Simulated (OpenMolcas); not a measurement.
An atom or ion with 72 electrons was computed by MS-CASPT2, IPEA 0.25 Eh, imaginary shift 0.1 Eh with spin-orbit coupling (OpenMolcas, ANO-RCC-VTZP, DKH2). The lowest levels that the run gave, each within 12 % of the measured value where one is at hand:

```
J  Parity  E (cm-1)      g
0    even       0.0       
1    even      4320  1.499
2    even      8150  1.477
3    even     11140  1.457
4    even     13180  1.403
0    even     18990       
4    even     21230  0.970
3    even     25030  0.905
2    even     25560  0.813
1    even     25580  1.397
5    even     26310  1.072
6    even     28650  1.126
```

Which ion is it, and what are the configurations and terms?

Os⁴⁺ (Z = 76, charge +4; active space 4 electrons in 5 orbitals (5d)). J, parity and g give the terms where levels are pure, and mixed ones are named by the computed weights; the size of the splittings, set against known spectra of the 72-electron sequence, gives the charge. In order, with the measured energies in cm-1 (the list in Palmeri et al., Atoms 14, 22 (2026)): 5d4 5D0 [65 %], 5d4 5D1 (4311), 5d4 5D2 (8083), 5d4 5D3 (11018), 5d4 5D4 [70 %] (12966), 5d4 3P0(1) [52 %], 5d4 3H4 [57 %] (20374), 5d4 3G3 [61 %] (23942), 5d4 3F2(1) [67 %], 5d4 3P1(1) (24680), 5d4 3H5 (25344), 5d4 3H6 (27669).

CASPT2 breaks the degeneracy within a term, and the mean is taken; among the terms shown or strongly mixed into the levels shown the widest spread is 1100 cm-1 (5d4 1I). The CASPT2 spread within a term exceeds the gap to the next term for 5d4 3H and 5d4 3P(1), 5d4 1I and 5d4 3D, 5d4 1D(1) and 5d4 1S(1), so the order of their levels is uncertain. Measured partners are found by configuration, term and J. A level has none where our copy of the source lacks it or the pairing is in doubt (some pairs that miss far off the trend of their configuration count as doubtful), and it then counts in no deviation. Levels of configurations outside the active space are missing.

A share in square brackets marks a mixed level and gives the weight of the term that names it. A number in round brackets counts repeated terms of one configuration in the order of the reference energies.
